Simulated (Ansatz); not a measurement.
## Nudged elastic band run: BClFH6NSi

Input file:

```yaml
crystal:
  periodic: [false, false, false]
  atoms:
    - { symbol: B, position_ang: [0.080841, -0.089594, 0.299045] }
    - { symbol: H, position_ang: [0.251351, 0.575828, 1.28752] }
    - { symbol: Cl, position_ang: [1.398449, 0.236679, -0.999358] }
    - { symbol: F, position_ang: [-1.190799, -0.099118, -0.215794] }
    - { symbol: "N", position_ang: [0.357116, -1.680098, 0.737321] }
    - { symbol: H, position_ang: [0.447112, -2.208659, -0.135891] }
    - { symbol: Si, position_ang: [1.786506, -1.946432, 1.845559] }
    - { symbol: H, position_ang: [1.856534, -3.403106, 2.118897] }
    - { symbol: H, position_ang: [2.988572, -1.469324, 1.144098] }
    - { symbol: H, position_ang: [1.487528, -1.196526, 3.08112] }
    - { symbol: H, position_ang: [-0.51321, -1.99655, 1.175781] }
basis:
  gaussian: { orbitals: "6-31G*" }
hamiltonian:
  xc: b3lyp
  dispersion: d4
neb:
  order_check: false
  images: 5
  f_tol: 0.05
  max_iterations: 60
  final_atoms:
    - { symbol: B, position_ang: [0.55244586, -0.53335015, -0.48833193] }
    - { symbol: H, position_ang: [-1.66537438, -0.40704951, 2.75981141] }
    - { symbol: Cl, position_ang: [1.74404737, 0.79421505, -0.51930058] }
    - { symbol: F, position_ang: [-0.49775827, -0.44771854, -1.30145789] }
    - { symbol: "N", position_ang: [0.72831063, -1.62890689, 0.37048884] }
    - { symbol: H, position_ang: [0.00041948, -2.33532087, 0.31206573] }
    - { symbol: Si, position_ang: [2.04843408, -1.94617057, 1.5002716] }
    - { symbol: H, position_ang: [1.72255436, -3.25161258, 2.12988387] }
    - { symbol: H, position_ang: [3.34886192, -2.04159543, 0.79338125] }
    - { symbol: H, position_ang: [2.13112364, -0.89227341, 2.53996291] }
    - { symbol: H, position_ang: [-1.16306469, -0.58711709, 2.24152279] }
  initial_path:
    images:
      - { positions_ang: [[0.080841, -0.089594, 0.299045], [0.251351, 0.575828, 1.28752], [1.398449, 0.236679, -0.999358], [-1.190799, -0.099118, -0.215794], [0.357116, -1.680098, 0.737321], [0.447112, -2.208659, -0.135891], [1.786506, -1.946432, 1.845559], [1.856534, -3.403106, 2.118897], [2.988572, -1.469324, 1.144098], [1.487528, -1.196526, 3.08112], [-0.51321, -1.99655, 1.175781]] }
      - { positions_ang: [[0.04427994, -0.06308104, 0.20357564], [0.15964346, 0.37628781, 1.37587197], [1.45847099, 0.16855209, -0.97368605], [-1.18514768, -0.07580984, -0.35845512], [0.37103726, -1.69274933, 0.68502206], [0.24754851, -2.32227435, -0.01694555], [1.77927081, -1.95451165, 1.81583398], [1.95045951, -3.39605805, 2.00379198], [2.96382911, -1.36913045, 1.2119372], [1.43805703, -1.31910223, 3.08491333], [-0.27744894, -1.62902295, 1.30643856]] }
      - { positions_ang: [[0.00771888, -0.03656808, 0.10810629], [0.06793592, 0.17674762, 1.46422394], [1.51849297, 0.10042518, -0.9480141], [-1.17949637, -0.05250169, -0.50111625], [0.38495853, -1.70540066, 0.63272311], [0.04798502, -2.43588971, 0.1019999], [1.77203561, -1.9625913, 1.78610897], [2.04438502, -3.3890101, 1.88868696], [2.93908623, -1.26893691, 1.2797764], [1.38858605, -1.44167846, 3.08870666], [-0.04168788, -1.26149591, 1.43709612]] }
      - { positions_ang: [[-0.02884217, -0.01005512, 0.01263693], [-0.02377161, -0.02279257, 1.55257591], [1.57851496, 0.03229827, -0.92234215], [-1.17384505, -0.02919353, -0.64377737], [0.39887979, -1.71805198, 0.58042417], [-0.15157846, -2.54950506, 0.22094535], [1.76480042, -1.97067094, 1.75638395], [2.13831053, -3.38196215, 1.77358194], [2.91434334, -1.16874336, 1.3476156], [1.33911508, -1.56425469, 3.09249999], [0.19407318, -0.89396886, 1.56775368]] }
      - { positions_ang: [[0.1649205, -0.1844868, -0.15435269], [-0.57097254, -0.15087821, 1.95498774], [1.63369243, 0.28627053, -0.78799496], [-0.94848279, -0.16870186, -0.86300421], [0.50869007, -1.68833695, 0.51044573], [-0.10091248, -2.47811033, 0.25131881], [1.85934497, -1.96250415, 1.67101317], [1.99972514, -3.3385123, 1.89234925], [3.05918287, -1.45969405, 1.16287081], [1.60311793, -1.34026093, 2.90832096], [-0.25830611, -0.79168494, 1.79234339]] }
      - { positions_ang: [[0.35868318, -0.35891847, -0.32134231], [-1.11817346, -0.27896386, 2.35739958], [1.6888699, 0.54024279, -0.65364777], [-0.72312053, -0.3082102, -1.08223105], [0.61850035, -1.65862192, 0.44046728], [-0.0502465, -2.4067156, 0.28169227], [1.95388952, -1.95433736, 1.58564238], [1.86113975, -3.29506244, 2.01111656], [3.2040224, -1.75064474, 0.97812603], [1.86712079, -1.11626717, 2.72414194], [-0.7106854, -0.68940101, 2.01693309]] }
      - { positions_ang: [[0.55244586, -0.53335015, -0.48833193], [-1.66537438, -0.40704951, 2.75981141], [1.74404737, 0.79421505, -0.51930058], [-0.49775827, -0.44771854, -1.30145789], [0.72831063, -1.62890689, 0.37048884], [0.00041948, -2.33532087, 0.31206573], [2.04843408, -1.94617057, 1.5002716], [1.72255436, -3.25161258, 2.12988387], [3.34886192, -2.04159543, 0.79338125], [2.13112364, -0.89227341, 2.53996291], [-1.16306469, -0.58711709, 2.24152279]] }
```

Run as:

```bash
$ ansatz run input.yaml --threads 2 --pin off --max-ram 3072MiB --backend cpu --events-out ev --progress --plain --runs-dir out
```

Output, in part (warnings, iteration lines, the closing report on the highest movable image, with atoms numbered from 0):

```
NEB end point (image 0): max|allowed force component| = 1.173e-2 eV/Å (the criterion of neb.relax_end_points is 1.000e-2)
NEB end point (image 6): max|allowed force component| = 2.135e-2 eV/Å (the criterion of neb.relax_end_points is 1.000e-2)
NEB iter   1: max|band force component| = 7.264e0 eV/Å  barrier→ = 4.8467 eV  barrier← = 5.1322 eV  Δτ_max = 0.2000 Å  (182 SCF iters)
NEB iter   2: max|band force component| = 5.021e0 eV/Å  barrier→ = 3.3971 eV  barrier← = 3.6826 eV  Δτ_max = 0.2000 Å  (143 SCF iters)
NEB iter   3: max|band force component| = 3.498e0 eV/Å  barrier→ = 2.8136 eV  barrier← = 3.0992 eV  Δτ_max = 0.2000 Å  (145 SCF iters)
NEB iter   4: max|band force component| = 2.906e0 eV/Å  barrier→ = 2.6559 eV  barrier← = 2.9415 eV  Δτ_max = 0.1966 Å  (141 SCF iters)
NEB iter   5: max|band force component| = 6.235e0 eV/Å  barrier→ = 2.1671 eV  barrier← = 2.4527 eV  Δτ_max = 0.1017 Å  (136 SCF iters)
NEB iter   6: max|band force component| = 2.267e0 eV/Å  barrier→ = 1.3879 eV  barrier← = 1.6735 eV  Δτ_max = 0.1997 Å  (133 SCF iters)
NEB iter   7: max|band force component| = 1.642e0 eV/Å  barrier→ = 0.9600 eV  barrier← = 1.2456 eV  Δτ_max = 0.2000 Å  (128 SCF iters)
NEB iter   8: max|band force component| = 2.990e0 eV/Å  barrier→ = 0.6880 eV  barrier← = 0.9736 eV  Δτ_max = 0.0996 Å  (139 SCF iters)
NEB iter   9: max|band force component| = 7.615e-1 eV/Å  barrier→ = 0.5340 eV  barrier← = 0.8196 eV  Δτ_max = 0.2000 Å  (131 SCF iters)
NEB iter  10: max|band force component| = 1.752e0 eV/Å  barrier→ = 1.0015 eV  barrier← = 1.2871 eV  Δτ_max = 0.1003 Å  (136 SCF iters)
NEB iter  11: max|band force component| = 2.341e0 eV/Å  barrier→ = 1.3968 eV  barrier← = 1.6824 eV  CI = image 3  Δτ_max = 0.2000 Å  (132 SCF iters)
NEB iter  12: max|band force component| = 1.663e0 eV/Å  barrier→ = 1.5319 eV  barrier← = 1.8175 eV  CI = image 3  Δτ_max = 0.2000 Å  (131 SCF iters)
NEB iter  13: max|band force component| = 2.046e0 eV/Å  barrier→ = 2.0871 eV  barrier← = 2.3727 eV  CI = image 3  Δτ_max = 0.1006 Å  (139 SCF iters)
NEB iter  14: max|band force component| = 1.592e0 eV/Å  barrier→ = 2.1101 eV  barrier← = 2.3957 eV  CI = image 3  Δτ_max = 0.1550 Å  (136 SCF iters)
NEB iter  15: max|band force component| = 6.134e-1 eV/Å  barrier→ = 1.8572 eV  barrier← = 2.1427 eV  CI = image 3  Δτ_max = 0.0703 Å  (128 SCF iters)
NEB iter  16: max|band force component| = 3.087e-1 eV/Å  barrier→ = 1.8344 eV  barrier← = 2.1200 eV  CI = image 3  Δτ_max = 0.0702 Å  (132 SCF iters)
NEB iter  17: max|band force component| = 2.407e-1 eV/Å  barrier→ = 1.8249 eV  barrier← = 2.1105 eV  CI = image 3  Δτ_max = 0.1985 Å  (126 SCF iters)
NEB iter  18: max|band force component| = 3.393e-1 eV/Å  barrier→ = 1.8123 eV  barrier← = 2.0979 eV  CI = image 3  Δτ_max = 0.1014 Å  (130 SCF iters)
NEB iter  19: max|band force component| = 3.313e-1 eV/Å  barrier→ = 1.8054 eV  barrier← = 2.0910 eV  CI = image 3  Δτ_max = 0.0470 Å  (127 SCF iters)
NEB iter  20: max|band force component| = 1.390e-1 eV/Å  barrier→ = 1.8037 eV  barrier← = 2.0893 eV  CI = image 3  Δτ_max = 0.0343 Å  (127 SCF iters)
NEB iter  21: max|band force component| = 7.231e-2 eV/Å  barrier→ = 1.8029 eV  barrier← = 2.0885 eV  CI = image 3  Δτ_max = 0.0452 Å  (122 SCF iters)
NEB iter  22: max|band force component| = 1.780e-2 eV/Å  barrier→ = 1.8027 eV  barrier← = 2.0883 eV  CI = image 3  Δτ_max = 0.0000 Å  (252 SCF iters)
Total energy: -25383.31248365 eV, -932.8195283470 hartree
Atom 0 at     0.072915    -0.294504     0.155325 Å, force    -0.008532    -0.008885    -0.014709 eV/Å
Atom 1 at    -0.795942     0.165034     1.160395 Å, force     0.011817     0.006826     0.000390 eV/Å
Atom 2 at     1.433041     0.916504     0.131942 Å, force    -0.004229    -0.001276     0.003924 eV/Å
Atom 3 at    -0.670924    -0.430609    -0.961993 Å, force     0.004825     0.006061     0.000548 eV/Å
Atom 4 at     0.424457    -1.650464     0.844435 Å, force     0.002789     0.002229    -0.009937 eV/Å
Atom 5 at    -0.106292    -2.414303     0.428423 Å, force    -0.002229    -0.001788     0.006543 eV/Å
Atom 6 at     1.960228    -2.096041     1.617272 Å, force     0.006186     0.001698     0.001525 eV/Å
Atom 7 at     1.753729    -3.461490     2.164471 Å, force     0.001051    -0.002791     0.000042 eV/Å
Atom 8 at     3.096936    -2.113909     0.666225 Å, force     0.000029     0.001355     0.001884 eV/Å
Atom 9 at     2.223553    -1.140744     2.716315 Å, force     0.000935    -0.000822     0.000750 eV/Å
Atom 10 at    -0.441702    -0.756374     1.415487 Å, force    -0.012642    -0.002608     0.009040 eV/Å
Dipole moment:    -0.140421    -0.596496     0.367558 e Å
```

The run converged. Beside the main top the profile has a ripple of under 15 meV (maxima at images 1, 3), which may be a very shallow well or noise. Neighbouring images differ by up to 1.9 eV, so the band resolves the path poorly. A vibrational analysis at the climbing image gives one clearly imaginary mode, 1550i cm⁻¹: a first-order saddle point. The orbitals stay closed-shell, which can raise the energy where a bond breaks towards radicals; this wasn't checked here.

Final band (atoms are numbered from 1 in the order of the input):

| image | path coordinate (Å) | energy (kcal/mol) | B1–H2 (Å) | N5–H11 (Å) | H2–H11 (Å) |
| --- | --- | --- | --- | --- | --- |
| 0 | 0.00 | 0.0 | 1.20 | 1.02 | 2.69 |
| 1 | 1.59 | 0.5 | 1.20 | 1.02 | 2.74 |
| 2 | 3.17 | 0.4 | 1.20 | 1.02 | 2.39 |
| 3 | 4.76 | 41.6 | 1.41 | 1.37 | 1.02 |
| 4 | 5.82 | -2.0 | 2.43 | 2.31 | 0.74 |
| 5 | 6.88 | -6.5 | 3.41 | 2.87 | 0.74 |
| 6 | 7.94 | -6.6 | 3.94 | 2.86 | 0.74 |

Run time: 5.4 min on 2 threads of Arm Neoverse V1 (shared host), peak memory 0.21 GiB.
